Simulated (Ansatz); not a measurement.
Reactions of `C[SiH](Cl)OC=S`.

Calculated with Ansatz (gas phase, PBE0-D4/def2-TZVP geometries, no zero-point term in ΔE). CBS: MP2 limit from def2 TZ/QZ plus the TZ coupled-cluster correction, frozen cores. This one scheme is used for every species. DFT in def2-TZVPP. For Br outer-core shells are correlated without core-valence functions, which leaves a few kJ/mol of doubt a bond. Scalar relativity is left out up to krypton. One conformer a species, not always the lowest.

| reaction | CCSD/CBS(def2) (kcal/mol) | PBE-D4 (kcal/mol) |
| --- | --- | --- |
| `C[SiH](Cl)OC=S` + H–F → `C[SiH](F)Cl` + `OC=S` | -11.6 | -12.5 |
| `C[SiH](Cl)OC=S` + HBr → `C[SiH](Cl)Br` + `OC=S` | -0.6 | -3.0 |
| `C[SiH](Cl)OC=S` + H₂S → `S=CS` + `C[SiH](O)Cl` | -5.9 | -6.9 |
| `C[SiH](Cl)OC=S` + `BN` → `BN[SiH](C)Cl` + `OC=S` | 10.4 | 9.5 |

**Question.** Give the CCSD(T)/CBS values in the same order. (Estimate.)

**Answer.** Ansatz gave: -11.1, -0.8, -6.4, 10.2 kcal/mol.

Largest T1 diagnostic: 0.018, for `S=CS`.
